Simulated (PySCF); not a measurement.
B(F)(OMe)(OtBu) (C₅H₁₂BFO₂), SMILES COB(F)OC(C)(C)C. Coordinates come from a B3LYP-D3(BJ)/def2-SVP optimisation. One conformer was computed; it need not be the lowest.

Computed equilibrium geometry at B3LYP-D3(BJ)/def2-SVP (PySCF confirms it by a frequency run) as Cartesian coordinates in Å (one conformer of several):
```xyz
21

B      0.3991     0.9827    -0.5392
F      1.5882     1.2089     0.0403
O      0.0103     1.8557    -1.4960
C     -1.2277     1.6972    -2.1602
H     -2.0735     1.7514    -1.4545
H     -1.3253     2.5073    -2.8973
H     -1.2838     0.7279    -2.6832
O     -0.3850    -0.0642    -0.1942
C     -0.0970    -1.0702     0.8039
C      0.0459    -0.4028     2.1748
C     -1.3085    -2.0013     0.7806
C      1.1750    -1.8279     0.4125
H      0.1832    -1.1633     2.9586
H     -0.8604     0.1756     2.4112
H      0.9106     0.2748     2.1950
H     -2.2245    -1.4409     1.0209
H     -1.1907    -2.8136     1.5135
H     -1.4295    -2.4445    -0.2193
H      2.0486    -1.1616     0.4194
H      1.0664    -2.2557    -0.5961
H      1.3622    -2.6520     1.1176
```
